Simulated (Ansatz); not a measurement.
System: sum formula HSO$_{2}$ (charge 0, doublet). It need not be the lowest isomer of its formula. 
Coordinates optimised at B3LYP-D3(BJ)/def2-TZVP (Ansatz, a program for electronic structure):
SMILES: O=[SH]=O
```xyz
4

O     -0.5889    -0.8416    -0.8537
S      0.1777    -0.1774     0.1905
O      0.2823     1.2705     0.3001
H     -0.3907    -0.5936     1.3816
```
Charge 0, spin multiplicity 2.

Basis-set convergence of Hartree-Fock and CCSD correlation energies (hartree) with Ansatz. Cores are frozen in the correlated levels unless marked. Open shells are spin-unrestricted. Spin-orbit coupling is left out. No relativistic terms.

```csv
basis,functions,E(HF),"E(corr, CCSD)"
cc-pV(D+d)Z,56,-547.73595,-0.51994
cc-pV(T+d)Z,113,(withheld),(withheld)
```

**Question.** Some entries are withheld; supply them.

**Answer.** 
- cc-pV(T+d)Z, E(HF): -547.83147
- cc-pV(T+d)Z, E(corr, CCSD): -0.65663
